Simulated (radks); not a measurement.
Fractional charge and spin in the 3p shell of vanadium: the spin-up occupation runs from 2 to 3 and the spin-down occupation from 2 to 3; the fullest corner is V2+, [Ne] 3s2 3d(up 1.5, down 1.5) 3p(up 3, down 3). Method: non-relativistic Kohn-Sham, PBE, spin-polarised, spherical densities, point nucleus; computed with a radial shooting solver on a logarithmic mesh with Libxc functionals. Energy (eV) minus the two flat planes that join the four corners (they meet along the diagonal where the two added fractions sum to one electron); zero is where a piecewise linear energy would lie.

down \ up       2    2.25     2.5    2.75       3
2           0.000  -1.785  -2.367  -1.765   0.000
2.25       -1.785  -2.274  -1.583   0.268  -1.620
2.5        -2.367  -1.583   0.357  -1.445  -2.141
2.75       -1.765   0.268  -1.445  -2.055  -1.590
3           0.000  -1.620  -2.141  -1.590   0.000

Corners above the fullest one (they belong to V3+ and the next ion): (up 3, down 2) 68.774 eV, (up 2, down 3) 68.774 eV, (up 2, down 2) 157.04 eV. With half an added electron in each spin the energy lies 0.357 eV from the planes, and with half an added electron in spin up alone -2.367 eV. The planes are only a guide here: the flat-plane condition holds for ground states with one frontier orbital, while this shell lies below other occupied shells, so the corners above the fullest one are inner-hole states and not the ground states of those ions.
